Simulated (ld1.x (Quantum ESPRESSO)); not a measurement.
# Pseudopotential generation for Au (Z = 79): TM, PBE, scalar-relativistic.

Au (Z = 79), norm-conserving Troullier–Martins (Kleinman–Bylander form), made with ld1.x (Quantum ESPRESSO) 7.5 (PBE, scalar-relativistic). Core [Kr] 4d10 4f14 5s2, reference 5p6 5d10 6s1 6p0. Waves: 6s (bound): rc 2.55 bohr; 5d (bound): rc 1.30 bohr; 5p (bound): rc 1.15 bohr. Local part: the p channel. Core correction: a·sin(br)/r model core inside 0.65 bohr.

All-electron outer shells of the reference configuration (PBE, scalar-relativistic, ld1.x):

```json
{"shell": "5s", "level (eV)": "-108.37", "outermost node (bohr)": "0.48", "outermost maximum (bohr)": "0.84"}
{"shell": "4f", "level (eV)": "-81.12", "outermost node (bohr)": "–", "outermost maximum (bohr)": "0.37"}
{"shell": "5p", "level (eV)": "-59.78", "outermost node (bohr)": "0.52", "outermost maximum (bohr)": "0.96"}
{"shell": "5d", "level (eV)": "-6.88", "outermost node (bohr)": "0.56", "outermost maximum (bohr)": "1.21"}
{"shell": "6s", "level (eV)": "-5.76", "outermost node (bohr)": "1.11", "outermost maximum (bohr)": "2.32"}
{"shell": "6p", "level (eV)": "-0.77", "outermost node (bohr)": "1.32", "outermost maximum (bohr)": "3.64"}
```

Calculated quality:

| Quantity | Value |
| --- | --- |
| Cutoffs needed | 140 Ry and 230 Ry (the cutoffs (Ry, on a coarse ladder) from which the occupation-weighted sum of valence levels, in a spherical-Bessel basis at the reference potential, stays within 10 and 1 mRy of its value at 400 Ry) |
| Ghost test | ghost state, extra bound levels that the all-electron valence spectrum of the same l lacks: s at -6.3 eV; a true bound ghost makes a file unfit for plane-wave use (spherical-Bessel basis up to 400 Ry, 20 bohr box) |
| Configuration tests | 4 of 7 tests not solved or not reliable; not counted: 5p6 5d9 6s2 6p0 (solver errors, printed error -2114 eV); 5p6 5d9 6s1 6p1 (solver errors, printed error -11.4 eV); 5p6 5d9 6s1 6p0 (solver errors, printed error -4.2 eV); 1 more |

Generation and tests took about 3 s on one core of a shared server CPU.
